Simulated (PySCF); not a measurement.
B(F)(Br)(Et) (C2H5BBrF), SMILES CCB(F)Br. Geometry: PBE-D3(BJ)/def2-SVP. The structure was generated by enumeration, and PubChem lists no compound with its InChIKey, so it may never have been made. One conformer was computed; it need not be the lowest.

Task: Give the equilibrium geometry at PBE-D3(BJ)/def2-SVP (PySCF confirms it by a frequency run) as Cartesian coordinates in Å, and its point group. (An estimate is asked for; the answer gives what the named calculation found.)

Result: This is not unique; one that fits is point group Cs.
```xyz
10

B      0.2954    -0.4638     0.0000
F      1.5933    -0.7577     0.0000
Br    -0.1610     1.4193     0.0000
C     -0.8117    -1.5738     0.0000
C     -0.3080    -3.0218     0.0000
H     -1.4743    -1.3735    -0.8732
H     -1.4743    -1.3735     0.8732
H      0.3162    -3.2353     0.8910
H      0.3162    -3.2353    -0.8910
H     -1.1470    -3.7460     0.0000
```
